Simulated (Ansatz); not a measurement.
# An input for C2H4AlFO (SMILES C=C[O][AlH][F])

C2H4AlFO: 9 atoms, total charge 0, spin state singlet. SMILES: `C=C[O][AlH][F]`. The coordinates come from a PBE0-D4/def2-TZVP relaxation. This is one conformer, not always the lowest.

```xyz
9

C    -1.5620   -0.3601    1.1039
C    -0.7280   -0.3129    0.0755
O     0.4903    0.2565    0.1396
Al    1.8008    0.5193   -0.8848
F     3.0876    1.3016   -0.2350
H    -1.2977    0.0653    2.0641
H    -2.5277   -0.8322    0.9885
H    -0.9990   -0.7431   -0.8888
H     1.8243    0.0592   -2.3803
```

Settings wanted:

```json
{
 "basis set": "def2-SVP",
 "task": "energy",
 "method": "MP2",
 "reference": "RHF",
 "accuracy": "high",
 "frozen core orbitals": "9"
}
```

**Question.** Write the Ansatz 0.2.0 input and the command.

**Answer.** One that was run (others would do as well):

job.yaml:
```yaml
crystal:
  periodic: [false, false, false]
  atoms:
    - {symbol: C, position_ang: [-1.562000, -0.360100, 1.103900]}
    - {symbol: C, position_ang: [-0.728000, -0.312900, 0.075500]}
    - {symbol: O, position_ang: [0.490300, 0.256500, 0.139600]}
    - {symbol: Al, position_ang: [1.800800, 0.519300, -0.884800]}
    - {symbol: F, position_ang: [3.087600, 1.301600, -0.235000]}
    - {symbol: H, position_ang: [-1.297700, 0.065300, 2.064100]}
    - {symbol: H, position_ang: [-2.527700, -0.832200, 0.988500]}
    - {symbol: H, position_ang: [-0.999000, -0.743100, -0.888800]}
    - {symbol: H, position_ang: [1.824300, 0.059200, -2.380300]}
basis:
  gaussian:
    orbitals: def2-SVP
correlation:
  method: mp2
  frozen_orbitals: {Al: 5, C: 1, F: 1, H: 0, O: 1}
accuracy: high
```

```bash
$ ansatz run job.yaml --threads 1 --pin off --max-ram 3480MiB --events-out events.jsonl --progress --plain --runs-dir runs
```

Calculated total energy: -494.79949 Eh.
